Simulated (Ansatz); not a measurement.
Cost and result up the ladder for the cluster Li5H6 (11 atoms). The state is a doublet with charge 0. Geometry: r2SCAN-D4/def2-TZVP.

Cartesian coordinates in Å:
```
Li -0.863 0.746 -1.772
Li 1.493 0.590 -1.006
Li -0.310 -0.821 0.080
Li 1.532 0.839 2.403
Li -0.323 1.792 0.479
H -1.508 0.506 -0.078
H -1.154 -2.426 1.165
H 0.371 1.980 -1.216
H 1.055 0.251 0.768
H 0.321 -0.661 -1.625
H -0.614 -2.795 0.803
```

Ansatz on 4 threads of Arm Neoverse V2 on a shared host. Times are rough, and most runs start from the orbitals of an earlier one. r2SCAN0-D4/def2-TZVP serves as the yardstick here, not as an exact answer. Differences are given only for rows in sets of like size (and for xTB, whose basis is part of the method), since another set adds its own error. Binding counts from free atoms at the same level (Li doublet, H doublet; other spins of the atoms weren't run), without zero-point energy or a counterpoise term.

LC-ωPBE has ω = 0.4 bohr⁻¹. Correlated methods freeze no core orbitals; core or outer-core shells of Li are correlated, in sets that lack core-valence functions. In the doublet, H7 and H11 lie 0.75 Å apart (atoms count from 1), so H2 has formed as a molecule. The structure comes from a short search, and lower isomers may exist.

Correlated methods converge slowly with the basis.

| level | functions | wall time | binding energy per atom (eV) | difference from r2SCAN0-D4/def2-TZVP (eV) |
| --- | --- | --- | --- | --- |
| MP2/def2-TZVP | 106 | 0.35 s | 1.74 | -0.19 |
| LDA (SPW92)/def2-TZVP | 106 | 0.6 s | 2.08 | 0.16 |
| PBE-D4/def2-SVP | 75 | 1 s | 1.92 | – |
| PBE-D4/def2-TZVP | 106 | 1.1 s | 1.89 | -0.03 |
| BHLYP-D4/def2-TZVP | 106 | 1.2 s | 1.95 | 0.03 |
| PBE-D4/def2-TZVPD | 139 | 1.8 s | 1.90 | -0.02 |
| PBE0-D4/def2-TZVP | 106 | 1.8 s | 1.88 | -0.04 |
| PBE0-D4/def2-TZVPD | 139 | 2 s | 1.90 | -0.03 |
| r2SCAN-D4/def2-TZVP | 106 | 2.3 s | 1.92 | 0.00 |
| LC-ωPBE/def2-TZVP | 106 | 2.5 s | 1.88 | -0.04 |
| r2SCAN0-D4/def2-TZVP (with forces) | 106 | 2.7 s | 1.92 | 0.00 |
| r2SCAN-D4/def2-TZVPD | 139 | 3.3 s | 1.93 | 0.01 |
| CCSD(T)/def2-TZVPD | 139 | 31 s | 1.87 | -0.05 |
| CCSD(T)/def2-TZVPP | 179 | 5.4 min | 1.93 | 0.01 |
